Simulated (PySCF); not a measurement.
B3LYP has the VWN-RPA correlation part, as in Gaussian. 

Z-matrix (Å, degrees):
```
Y
N 1 2.1344
H 2 1.0296 1 127.60
H 2 1.0298 3 105.50 1 179.85
N 1 2.1344 2 115.55 3 179.64
H 5 1.0296 1 127.60 2 -179.60
H 5 1.0298 6 105.50 1 -179.86
Cl 1 2.4951 2 122.22 3 0.15
```
Charge 0, multiplicity 1.

Predict the dipole moment, HOMO and total energy from B3LYP-D3(BJ)/def2-TZVP // PBE-D3(BJ)/def2-SVP run with PySCF.


```
Property             Result
-------------  ------------
dipole moment        3.24 D
HOMO               -6.75 eV
total energy   -610.7074 Ha
```
